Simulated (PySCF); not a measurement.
In(H)2(Me)(OH2), CH₇InO, singlet (PBE0/def2-SVP optimised geometry):

```
10

In     0.167     0.574     0.000
H     -0.643     2.127     0.000
H      1.918     0.574     0.000
C     -0.936    -1.226     0.494
H     -1.107    -1.276     1.581
H     -0.381    -2.127     0.194
H     -1.918    -1.229    -0.003
O      0.113     0.478    -2.433
H     -0.321     1.272    -2.769
H      1.018     0.522    -2.765
```

Method: PBE0/def2-TZVP, def2 effective core potentials past Kr (PySCF 2.14.0).

What are the frontier orbital energies and the dipole moment?

HOMO-2 -9.91 eV, HOMO-1 -7.36 eV, HOMO -7.02 eV, LUMO -0.75 eV, LUMO+1 0.62 eV; dipole moment 3.22 D.

On the same geometry PBE/def2-TZVP, def2 effective core potentials past Kr run with PySCF gives HOMO-2 -8.38 eV, HOMO-1 -6.17 eV, HOMO -5.87 eV, LUMO -1.53 eV, LUMO+1 -0.11 eV; dipole moment 3.20 D.
